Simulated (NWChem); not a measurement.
The numbers come from NWChem runs, not from measurements. System: H3ClF2Si2, charge 0, spin multiplicity 1, at a geometry optimised with PBE0/def2-SVP. The structure started from a generated list of species. Level: MP2/def2-TZVP, 17 core orbitals frozen.

Part of the output:

```
             Northwest Computational Chemistry Package (NWChem) 7.3.0
             --------------------------------------------------------

                                NWChem Input Module
                                -------------------

 Scaling coordinates for geometry "geometry" by  1.889725989
 (inverse scale =  0.529177249)

                             Geometry "geometry" -> ""
                             -------------------------

 Output coordinates in angstroms (scale by  1.889725989 to convert to a.u.)

  No.       Tag          Charge          X              Y              Z
 ---- ---------------- ---------- -------------- -------------- --------------
    1 F                    9.0000    -2.17833400     0.19648300     0.89793900
    2 Si                  14.0000    -1.61992000    -0.10378900    -0.60075800
    3 Si                  14.0000     0.70480500    -0.39171700    -0.47656100
    4 F                    9.0000     1.04151800    -1.70284600     0.41780300
    5 Cl                  17.0000     1.52342900     1.25437500     0.44921100
    6 H                    1.0000    -1.93128900     1.06436600    -1.47343100
    7 H                    1.0000    -2.29143300    -1.32708300    -1.12536700
    8 H                    1.0000     1.36738900    -0.56732100    -1.79700800

 Effective nuclear repulsion energy (a.u.)     361.4821633758

            Nuclear Dipole moment (a.u.)
            ----------------------------
        X                 Y               Z
 ---------------- ---------------- ----------------
     0.0000113384    -0.0000264562    -0.0000132281


 Summary of "ao basis" -> "" (spherical)
 ------------------------------------------------------------------------------
       Tag                 Description            Shells   Functions and Types
 ---------------- ------------------------------  ------  ---------------------
 *                         def2-tzvp                  on all atoms

 Summary of "ao basis" -> "ao basis" (spherical)
 ------------------------------------------------------------------------------
       Tag                 Description            Shells   Functions and Types
 ---------------- ------------------------------  ------  ---------------------
 F                         def2-tzvp                11       31   5s3p2d1f
 Si                        def2-tzvp                13       37   5s5p2d1f
 Cl                        def2-tzvp                13       37   5s5p2d1f
[...]
     2   2 0 0    -39.089796      0.000000    523.039745
     2   1 1 0      0.872823      0.000000     40.604551
     2   1 0 1      1.391191      0.000000     35.122562
     2   0 2 0    -39.122697      0.000000    209.650944
     2   0 1 1      0.785720      0.000000     32.835928
     2   0 0 2    -37.198975      0.000000     96.979745

                   NWChem MP2 Semi-direct Energy/Gradient Module
                   ---------------------------------------------

  Basis functions       =    191
  Molecular orbitals    =    191
  Frozen core           =     17
  Frozen virtuals       =      0
  Active alpha occupied =     16
  Active beta occupied  =     16
  Active alpha virtual  =    158
  Active beta virtual   =    158
  Use MO symmetry       = F
  Use skeleton AO sym   = F

  AO/Fock/Back tols     =   1.0D-09  1.0D-09  1.0D-09

 GA uses MA = F    GA memory limited = T

 Available:
  local mem=  1.15D+08
 global mem=  1.31D+08
 local disk=  0.00D+00
  mp2_memr nvloc                   158
  nvloc new                   158
   1 passes of  16:        5242880                     200770                 137344884.
   1 passes of  16: M    114678777           G      130999038           F     109435897.
  mp2_memr nvloc                   158
  nvloc new                   158
   2 passes of   8:        5242880                     137595                  68703616.
   2 passes of   8: M    114678777           G      130999038           F     109435897.

 Semi-direct pass number   1 of   2  for RHF alpha+beta  at       87.9s
  vrange nnbf                 15972
  mp2_eaftype                   262  avail_ma_in_mb                   999
 EAF : mp2_eaftype filesize         262   34351808.
  mp2_eaf for mointskh                    262
Node 0 wrote    161.5 Mb in      0.1 s     Agg I/O rate:  2025.5 Mb/s
 Done moints_semi at      111.7s
  mp2_eaftype                   262  avail_ma_in_mb                   737
 EAF : mp2_eaftype filesize         262   34351808.
  mp2_eaf for kh                   262
 Done maket at      112.7s
 Semi-direct pass number   2 of   2  for RHF alpha+beta  at      112.7s
  vrange nnbf                 15972
  mp2_eaftype                   262  avail_ma_in_mb                   737
 EAF : mp2_eaftype filesize         262   34351808.
  mp2_eaf for mointskh                    262
Node 0 wrote    161.5 Mb in      0.1 s     Agg I/O rate:  2042.1 Mb/s
 Done moints_semi at      137.2s
  mp2_eaftype                   262  avail_ma_in_mb                   737
 EAF : mp2_eaftype filesize         262   34351808.
  mp2_eaf for kh                   262
 Done maket at      138.1s
 Done multipass loop at      138.1s

          -------------------------------------------
          SCF energy               -1238.294348056933
          Correlation energy          -0.908115322571
          Singlet pairs               -0.576001441379
          Triplet pairs               -0.332113881192
          Total MP2 energy         -1239.202463379505
          -------------------------------------------

          ---------------------------------------------------
                    Spin Component Scaled (SCS) MP2
          Same spin pairs                     -0.221409254128
          Same spin scaling factor             0.333333333333
          Opposite spin pairs                 -0.686706068443
          Opposite spin scaling fact.          1.200000000000
          SCS-MP2 correlation energy          -0.897850366841
          Total SCS-MP2 energy             -1239.192198423774
          ---------------------------------------------------

 -----------------------
 Performance information
 -----------------------

 Timer overhead =  2.03D-07 seconds/call

               Nr. of calls         CPU time (s)                 Wall time (s)                GFlops
             ---------------    -------------------     ------------------------------   -------------------
Name         Min   Avg   Max    Min     Avg     Max     Min     Avg     Max   Mx/calls   Min     Max     Sum
mp2: moin     2     2     2    48.     48.     48.      48.     48.     48.     24.      0.0     0.0     0.0
mp2: make     2     2     2    1.8     1.8     1.8      1.8     1.8     1.8    0.92      0.0     0.0     0.0
mp2: tota     1     1     1    50.     50.     50.      50.     50.     50.     50.      0.0     0.0     0.0

 The average no. of pstat calls per process was 5.00D+00
 with a timing overhead of 1.01D-06s

 Task  times  cpu:      138.1s     wall:      138.1s

 Total times  cpu:      138.2s     wall:      138.2s
```

**Question.** Write an NWChem input that would produce this output.

**Answer.** One answer among several that fit: 
```
start mol
memory heap 200 mb stack 800 mb global 1000 mb
geometry units angstroms nocenter noautoz noautosym
  F     -2.178334     0.196483     0.897939
  Si    -1.619920    -0.103789    -0.600758
  Si     0.704805    -0.391717    -0.476561
  F      1.041518    -1.702846     0.417803
  Cl     1.523429     1.254375     0.449211
  H     -1.931289     1.064366    -1.473431
  H     -2.291433    -1.327083    -1.125367
  H      1.367389    -0.567321    -1.797008
end
basis spherical
  * library def2-tzvp
end
scf
  rhf
  nopen 0
  maxiter 100
  thresh 1e-7
  semidirect memsize 60000000 filesize 0
end
mp2
  freeze core 17
end
task mp2 energy
```
